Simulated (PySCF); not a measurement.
Isomers of C4H3N. Gas-phase values, no solvent. Strings in code marks are SMILES.

These are PBE-D3(BJ)/def2-TZVP // B3LYP-D3(BJ)/def2-TZVP (PySCF 2.14.0) values and carry that method's errors. All candidates: neutral, multiplicity 1. Excitations are Tamm–Dancoff values on a coarser integration grid. The basis has no diffuse functions, so Rydberg states are missing or too high.

```json
{
  "S1 excitation (TDA)": "3.57 eV",
  "dipole_moment": "1.13 D",
  "HOMO–LUMO gap": "3.47 eV"
}
```

**Question.** Identify which member has these values.
A) `C#CN=C=C`
B) `CC#CC#N`
C) `C=C=CC#N`
D) `C=C=C=C=N`

**Answer.** A, `C#CN=C=C`. The others give `C=C=CC#N`: 5.31 eV, 4.33 D, 4.73 eV; `CC#CC#N`: 5.13 eV, 5.30 D, 5.13 eV; `C=C=C=C=N`: 2.80 eV, 1.42 D, 2.68 eV
